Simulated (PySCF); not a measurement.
**Spinor energies of Tc⁴⁺ (technetium, charge +4)**

Start: [Kr] 4d3; 4d3/2 filled at m_j = -1/2, +1/2, +3/2. Calculated with PySCF 2.14 in x2c-QZVPPall-2c (13s12p9d4f2g, 140 functions): generalised Hartree-Fock with the X2C-1e Hamiltonian and a Gaussian nucleus; one run each with spin-orbit coupling (SO) switched off, then screened by Boettger's factors.

```csv
spinor shell,electrons,"ε, spin-free (eV)","ε, screened SO (eV)",weight of nominal j (screened SO),"rms radius, screened SO (bohr)"
1s1/2,2,-21208.2,-21207.1,1.000,0.0394
2s1/2,2,-3144.9,-3144.6,1.000,0.162
2p1/2,2,-2813.0,-2894.8,1.000,0.141
2p3/2,4,-2813.0,-2774.7,1.000,0.145
3s1/2,2,-620.72,-620.57,1.000,0.441
3p1/2,2,-508.78,-522.99,1.000,0.439
3d3/2,4,-327.77,-330.44,0.974,0.433
3d5/2,6,-327.77,-325.81,0.982,0.436
4s1/2,2,-135.57,-135.51,1.000,1.12
4p1/2,2,-101.09,-106.75,0.712,1.22
4p3/2,4,-101.09,-98.263,0.856,1.22
4d3/2,3,-57.541,-57.592,0.660,1.54
```

Q: Where does 3p3/2 lie, and what is the 3p spin-orbit splitting (screened SO)?

A: At -502.02 eV, 20.979 eV above 3p1/2.

```
   quantity    spin-free  screened SO
E (hartree)  -4279.50320  -4280.06813
        M_J          3/2          3/2
       ⟨J²⟩        6.759        6.314
       ⟨L²⟩       12.008       11.961
       ⟨S²⟩        3.751        3.726
```

The determinant has a definite M_J but mixes levels of different J.

Each row is a mean over spinors that exchange with the open shell spreads, by up to 5.109 eV (4s1/2).

Rows whose weight is well below 1 are mixtures of j = l ± 1/2: exchange outweighs spin-orbit coupling there, and the label is only the starting occupation.

Breit and QED terms are absent; they matter most for the inner s and p1/2 levels.

Densities and radii are taken from the X2C orbitals without a picture-change correction, which distorts them close to the nucleus.

Without spin-orbit coupling the j labels of p, d and f shells carry no meaning; the spin-free column gives the mean over the occupied spinors of each nl shell, and its ⟨J²⟩ belongs to a mixture of degenerate components.
